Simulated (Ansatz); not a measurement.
`[AlH2][SiH](Cl)[AsH2]` + `S[S][GeH3]` → `[GeH3][S]S[AsH2]` + `[AlH2][SiH2]Cl`  (cleavage of the As–Si bond)

Isolated molecules relaxed with PBE0-D4/def2-TZVP in Ansatz; ΔE leaves out vibrations. CCSD(T)/CBS is the MP2 limit (def2-TZVPP, def2-QZVPP) plus CCSD(T) − MP2 in def2-TZVPP, frozen cores. Functionals use def2-TZVPP. For As, Ge outer-core shells are correlated without core-valence functions, which leaves a few kJ/mol of doubt a bond. Scalar relativity is left out up to krypton. One conformer a species, not always the lowest.

Problem. Is it downhill or uphill in electronic energy at CCSD(T)/CBS, and by how much? (Best estimate.)

Solution. Computed: Uphill: ΔE = +3.7 kcal/mol.

Problem. What do these levels give: PBE0-D4, CAM-B3LYP, CCSD(T)/def2-SVP, HF/def2-TZVPP, HF/def2-QZVPP, SCS-MP2/def2-QZVPP? (Estimate.)

Solution. Computed: PBE0-D4 4.2, CAM-B3LYP 3.2, CCSD(T)/def2-SVP 4.4, HF/def2-TZVPP 2.7, HF/def2-QZVPP 2.5, SCS-MP2/def2-QZVPP 2.7 kcal/mol.

Largest T1 diagnostic among the species: 0.013.

In def2-TZVPP, CCSD(T) changes the Hartree–Fock value by +1.2 kcal/mol (the triples alone add −0.2 kcal/mol) and MP2 by +0.9 kcal/mol. From BLYP to BHLYP (50 % exact exchange), in def2-TZVPP and without D4, ΔE moves by +1.1 kcal/mol. Leaving LDA and LC-ωPBE aside and taking each functional with its dispersion term where it has one, the values, not all of them listed here, spread over 3.1 kcal/mol, from BLYP-D4 to r2SCAN0-D4. LDA lies +0.8 kcal/mol from PBE without D4.
